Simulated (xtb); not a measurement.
H₄P, SMILES [PH4+], charge +1. All values are semi-empirical tight-binding results from xtb (GFN2-xTB unless named), good for trends rather than for accurate numbers. Geometry: GFN2-xTB. The isomer is the one that the SMILES or the coordinates give; other isomers of the formula were not compared.

Optimised geometry:

Bonded distances (Å): P1–H2 1.375, P1–H3 1.375, P1–H4 1.375, P1–H5 1.375. Angles (°): H2–P1–H3 109.5, H2–P1–H4 109.5, H2–P1–H5 109.5, H3–P1–H4 109.5, H3–P1–H5 109.5, H4–P1–H5 109.5.
Charge +1, spin multiplicity 1.

The point group as xtb finds it is Td and the orbital gap is 8.49 eV. The zero-point energy is 20.6 kcal/mol and the G − E(el) at 298.15 K (modified RRHO) is 8.6 kcal/mol. The static polarisability (D4 model) is 28.9 bohr³, the solvation energy, GFN2-xTB/ALPB(water) is -67.3 kcal/mol and the solvation energy, GFN2-xTB/ALPB(thf) is -57.0 kcal/mol.

Give the atomic charges. (Estimate from the structure and the level; the computed values follow.)

charges (e) P1 0.42, H2 0.14, H3 0.14, H4 0.14, H5 0.14.
